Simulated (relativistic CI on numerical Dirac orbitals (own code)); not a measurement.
**Hyperfine structure of Nb¹⁴⁺, mass number 93**

Calculated at this level of theory: Dirac-Coulomb-Breit CI, KLI orbitals optimised for each configuration, model QED, unscaled Slater integrals (own radial code, finite nucleus).

CI space (outside the closed core [Ne]): 3s2 3p6 3d9, 3s2 3p5 3d10, 3s 3p6 3d10, 3s2 3p6 3d8 4s, 3s2 3p6 3d8 4p, 3s2 3p6 3d8 4d, 3s2 3p6 3d7 4s2, 3s2 3p6 3d8 4f, 3s2 3p6 3d7 4s 4p, 3s2 3p6 3d8 5s, 3s2 3p5 3d9 4s, 3s2 3p6 3d7 4p2, 3s2 3p6 3d8 5p, 3s2 3p6 3d7 4s 4d, 3s2 3p4 3d10 4s, 3s2 3p6 3d8 5d. Levels of other configurations are missing.

Nuclear spin I = 9/2, μ = 6.163 μN, Q = -0.32 b (tables of Stone and Pyykkö). The electronic factors are computed for point nuclear moments, without core polarisation or the Bohr-Weisskopf and QED corrections.

```csv
Level,E (eV),A (GHz),B (GHz)
3s2 3p6 3d9 2D_5/2,0.000,4.808,2.28
3s2 3p6 3d9 2D_3/2,2.889,11.51,1.67
3s2 3p5 3d10 2P°_3/2,158.884,25.76,11.4
3s2 3p5 3d10 2P°_1/2,174.898,151.2,
3s2 3p6 3d8 4s 4F_9/2,202.618,19.3,1.23
3s2 3p6 3d8 4s 4F_7/2,203.643,-4.884,0.981
3s2 3p6 3d8 4s 4F_5/2,205.475,1.271,0.299
3s2 3p6 3d8 4s 2F_7/2,205.906,20.71,1.03
```

Levels with J = 0, under 50 % of one LS term, or S terms without an open s electron are left out. Small factors come from cancelling terms and can be off by tens of per cent or more.

At this charge energies of transitions that change n are usually good to better than 1 %, and those within a shell (Δn = 0) to a few per cent.

(1) Give the hyperfine levels of 3s2 3p6 3d9 2D_5/2 relative to its centre of gravity.

Results:

(1) With K = F(F + 1) − I(I + 1) − J(J + 1), E = AK/2 + B[¾K(K + 1) − I(I + 1)J(J + 1)]/[2I(2I − 1)J(2J − 1)]: F = 2: -65.07, F = 3: -51.33, F = 4: -32.74, F = 5: -9.08, F = 6: 19.94, F = 7: 54.66 GHz.

LS names give the leading component of a level, which can be under half, so a name can repeat, a term be missing and a line seem to break the LS rules.
